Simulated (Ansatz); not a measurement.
Coupled-cluster diagnostics for (BeTe)2 ring (Be2Te2), Ansatz.

Geometry of the singlet (PBE0-D4/def2-TZVP):

```csv
atom,x (Å),y (Å),z (Å)
Be1,-0.891,0.536,0.058
Te2,0.083,0.351,-1.978
Be3,0.891,-0.536,-0.058
Te4,-0.083,-0.351,1.978
```

In the def2 sets Te takes a core potential; there is no spin–orbit coupling. Correlated methods freeze 8 core orbitals; core or outer-core shells of Te are correlated, in sets that lack core-valence functions.

**Question.** Estimate the CCSD(T) correlation energy, the shares of MP2 and (T), T1 and the reference's ⟨S²⟩ for: charge 0, singlet, own geometry in def2-TZVPP; charge 1, doublet, vertical in def2-TZVPP; and the rough time on 4 threads of Arm Neoverse V1 on a shared host.

**Answer.** 
```
                          state       basis  correlation (eV)  MP2 share (%)  (T) share (%)     T1  ⟨S²⟩ (pure)  wall time            remarks
charge 0, singlet, own geometry  def2-TZVPP           -28.056          101.5            2.9  0.011  0.00 (0.00)      6.5 s                  –
    charge 1, doublet, vertical  def2-TZVPP           -27.316          100.6            2.8  0.019  0.92 (0.75)       24 s  spin-contaminated
```
Customary marks for T1 are 0.02 (closed shells), 0.045 (open shells) and about 0.05 (3d metals). T1 stays under 0.02 throughout.
